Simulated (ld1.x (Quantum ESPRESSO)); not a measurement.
## boron (B), ultrasoft: configuration errors across variants

boron (B), ultrasoft, made with ld1.x (Quantum ESPRESSO) 7.5 (PBE, non-relativistic). Core none, reference 1s2 2s2 2p0 (charge +1). Waves: 1s (bound): rcut 0.50, rcutus 0.65 bohr; 2s (bound): rcut 0.50, rcutus 0.65 bohr; 2p (bound, empty): rcut 1.85, rcutus 2.20 bohr; 2p channel at -0.5 Ry: rcut 1.85, rcutus 2.20 bohr. Local part: all-electron potential smoothed inside 1.50 bohr (lloc = -1). Core correction: none. Augmentation charge: built from norm-conserving waves at rcut, not smoothed further.

All-electron excitation energies from the reference (eV): (1) 1s2 2s2 2p1 -8.222; (2) 1s2 2s1 2p0 25.415; (3) 1s2 2s0 2p0 62.899; (4) 1s2 2s2 2p1.3 -8.961; (5) 1s2 2s1 2p1 6.133; (6) 1s2 2s2 2p0.5 -5.333; (7) 1s1 2s2 2p1 198.797.

3 further variants failed, have other tests or too few solved ones, and are left out.

The file “base” misses its own reference levels by 7.7 eV. The file “local potential all-electron potential smoothed inside 0.82 bohr (lloc = -1)” misses its own reference levels by 5.9 eV. The file “local potential all-electron potential smoothed inside 1.30 bohr (lloc = -1)” misses its own reference levels by 7.8 eV. The file “local potential all-electron potential smoothed inside 1.62 bohr (lloc = -1)” misses its own reference levels by 7.5 eV. The file “local potential all-electron potential smoothed inside 1.84 bohr (lloc = -1)” misses its own reference levels by 7.2 eV.

Errors AE − PS in meV (a dash: test not solved or not reliable):

```tsv
change	(1)	(2)	(3)	(4)	(5)	(6)	(7)	bound ghosts
base	+1512	+2706	+7203	+1837	+3664	+825	-4736	not determined
local potential all-electron potential smoothed inside 0.82 bohr (lloc = -1)	+1501	+2913	+7796	+1836	+3840	+809	-4705	not determined
local potential all-electron potential smoothed inside 1.30 bohr (lloc = -1)	+1460	+2585	+6911	+1771	+3518	+799	-4517	not determined
local potential all-electron potential smoothed inside 1.62 bohr (lloc = -1)	+1531	+2767	+7355	+1864	+3735	+833	-4754	not determined
local potential all-electron potential smoothed inside 1.84 bohr (lloc = -1)	+1547	+2852	+7582	+1888	+3826	+838	–	not determined
```

(1) Give the same row for: local potential all-electron potential smoothed inside 1.14 bohr (lloc = -1).

Results:

(1) +1382, +2428, +6524, +1674, +3321, +758, –; bound ghosts: not determined. Not counted: 1s1 2s2 2p1 (solver errors, printed error -54.3 eV).
